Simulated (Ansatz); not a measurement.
`C[O][Zr]([OH])([Cl])[c]1ccccc1` and `[F][Hf]([F])([Cl])[c]1ccccc1` differ in one atom or group.

Ansatz, PBE0-D4/def2-TZVP geometries, multiplicity 1. Each molecule was computed in one conformer, which needn't be the lowest.

Elements past krypton have def2 core potentials.

```json
{"property": "size of the dipole moment (B3LYP/def2-TZVPP) / D", "`C[O][Zr]([OH])([Cl])[c]1ccccc1`": "3.38"}
{"property": "HOMO energy (B3LYP/def2-TZVPP) / eV", "`C[O][Zr]([OH])([Cl])[c]1ccccc1`": "-6.97"}
{"property": "HOMO energy (PBE0/def2-TZVPP) / eV", "`C[O][Zr]([OH])([Cl])[c]1ccccc1`": "-7.20"}
{"property": "size of the dipole moment (ωB97M-V/def2-TZVPP) / D", "`C[O][Zr]([OH])([Cl])[c]1ccccc1`": "3.40"}
{"property": "HOMO–LUMO gap (ωB97M-V/def2-TZVPP) / eV", "`C[O][Zr]([OH])([Cl])[c]1ccccc1`": "9.85"}
{"property": "HOMO energy (PBE/def2-TZVPP) / eV", "`C[O][Zr]([OH])([Cl])[c]1ccccc1`": "-6.09"}
```

**Question.** Give the same properties after the change, and the shifts. (Estimate.)

**Answer.** Computed: 
```
                                          property  `[F][Hf]([F])([Cl])[c]1ccccc1`  shift
  size of the dipole moment (B3LYP/def2-TZVPP) / D                            2.08  -1.30
               HOMO energy (B3LYP/def2-TZVPP) / eV                           -7.45  -0.48
                HOMO energy (PBE0/def2-TZVPP) / eV                           -7.68  -0.48
size of the dipole moment (ωB97M-V/def2-TZVPP) / D                            1.86  -1.54
           HOMO–LUMO gap (ωB97M-V/def2-TZVPP) / eV                           10.11   0.26
                 HOMO energy (PBE/def2-TZVPP) / eV                           -6.69  -0.60
```

With PBE0 the HOMO falls by 0.48 eV and the LUMO falls by 0.31 eV, so the gap widens by about 0.17 eV. PBE moves the HOMO by -0.60 eV and ωB97M-V by -0.51 eV. Dipoles are sizes alone; their direction can turn.

B3LYP here is the variant with VWN-RPA as its local correlation; programs differ in this.
